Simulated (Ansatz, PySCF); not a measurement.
Reaction (SMILES): C[SiH2][Si](C)(C)Cl + 5 [H][H] (H2) -> 3 C (CH4) + Cl (HCl) + 2 [SiH4] (SiH4)
Geometries: B3LYP-D3(BJ)/def2-TZVP minima from Ansatz (a quantum-chemistry and plane-wave program), one conformer each, not searched for the lowest.

Wanted: energy of full hydrogenation (0 K, with B3LYP-D3(BJ) harmonic zero-point energies from PySCF), in kcal/mol. Valence correlation only, unless marked. Spin-orbit coupling is left out. No relativistic terms. CBS(X,Y): correlation extrapolated as X^-3; Hartree-Fock from the larger set.

```json
[
 {"level": "r2SCAN-D4/def2-TZVPD", "program": "Ansatz + dftd4", "energy of full hydrogenation (kcal/mol)": "15.2"},
 {"level": "PBE0/def2-TZVPD", "program": "Ansatz", "energy of full hydrogenation (kcal/mol)": "(withheld)"},
 {"level": "BHLYP-D4/def2-TZVPD", "program": "Ansatz + dftd4", "energy of full hydrogenation (kcal/mol)": "4.6"},
 {"level": "PBE-QIDH/def2-TZVPD", "program": "Ansatz", "energy of full hydrogenation (kcal/mol)": "11.3"},
 {"level": "CCSD/STO-3G", "program": "Ansatz", "energy of full hydrogenation (kcal/mol)": "26.9"},
 {"level": "CCSD/6-31G", "program": "Ansatz", "energy of full hydrogenation (kcal/mol)": "(withheld)"},
 {"level": "CCSD(T)/CBS(cc-pV(T+d)Z,cc-pV(Q+d)Z)", "program": "Ansatz", "energy of full hydrogenation (kcal/mol)": "(withheld)"}
]
```

Question: What belongs in the gaps?

Answer: 
- PBE0/def2-TZVPD, energy of full hydrogenation (kcal/mol): 6.6
- CCSD/6-31G, energy of full hydrogenation (kcal/mol): 12.9
- CCSD(T)/CBS(cc-pV(T+d)Z,cc-pV(Q+d)Z), energy of full hydrogenation (kcal/mol): 12.0
